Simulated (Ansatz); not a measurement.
`C=CC([SiH3])S` + H₂ → `C=CCS` + SiH₄  (hydrogenolysis of a C–Si bond)

Isolated molecules relaxed with PBE0-D4/def2-TZVP in Ansatz; ΔE leaves out vibrations. CCSD(T)/CBS is the MP2 limit (def2-TZVPP, def2-QZVPP) plus CCSD(T) − MP2 in def2-TZVPP, frozen cores. This one scheme is used for every species. Functionals use def2-TZVPP. B3LYP here is the variant with VWN-RPA as its local correlation; programs differ in this. HSE06 is defined as in plane-wave codes. One conformer a species, not always the lowest.

```
             level  ΔE (kJ/mol)  difference from CCSD(T)/CBS
       LDA (SPW92)        -17.8                          3.3
            PBE-D4        -18.4                          2.7
         revPBE-D4        -13.2                          7.9
           BLYP-D4        -20.3                          0.8
            B97M-V        -28.9                         -7.8
           PBE0-D4        -22.4                         -1.3
          B3LYP-D4        -24.6                         -3.5
        r2SCANh-D4        -21.7                         -0.6
        r2SCAN0-D4        -23.4                         -2.3
          HSE06-D4        -22.5                         -1.4
          BHLYP-D4        -29.1                         -8.0
      CAM-B3LYP-D4        -29.8                         -8.7
           ωB97X-V        -26.5                         -5.4
           ωB97M-V        -23.3                         -2.2
            B2PLYP        -31.5                        -10.4
          PBE-QIDH        -24.5                         -3.4
               PBE        -28.3                         -7.2
            revPBE        -33.5                        -12.4
              BLYP        -40.2                        -19.1
              PBE0        -31.1                        -10.0
             B3LYP        -40.4                        -19.3
           r2SCANh        -24.6                         -3.5
           r2SCAN0        -26.6                         -5.5
             BHLYP        -43.2                        -22.1
         CAM-B3LYP        -39.1                        -18.0
RPA@PBE/def2-TZVPP        -27.5                         -6.4
       HF/def2-SVP        -59.4                        -38.3
      MP2/def2-SVP        -25.3                         -4.2
     CCSD/def2-SVP        -39.3                        -18.2
  CCSD(T)/def2-SVP        -34.5                        -13.4
     HF/def2-TZVPP        -56.3                        -35.2
    MP2/def2-TZVPP        -14.8                          6.3
SCS-MP2/def2-TZVPP        -24.4                         -3.3
   CCSD/def2-TZVPP        -31.3                        -10.2
CCSD(T)/def2-TZVPP        -24.9                         -3.8
     HF/def2-QZVPP        -56.2                        -35.1
    MP2/def2-QZVPP        -12.6                          8.5
SCS-MP2/def2-QZVPP        -22.4                         -1.3
     MP2/CBS(def2)        -11.0                         10.1
    CCSD/CBS(def2)        -27.5                         -6.4
       CCSD(T)/CBS        -21.1                            0
```

Largest T1 diagnostic among the species: 0.011.

From BLYP to BHLYP (50 % exact exchange), in def2-TZVPP and without D4, ΔE moves by −3.0 kJ/mol. The D4 term adds +15.9 kJ/mol with B3LYP and +8.8 kJ/mol with PBE0; it sums over pairs of atoms, weighted by their polarisabilities, and B3LYP, whose exchange is more repulsive, gets the larger term.

CCSD(T)/CBS has its own doubt, a few kJ/mol and more with outer-core shells, so smaller differences from it don't rank the levels.
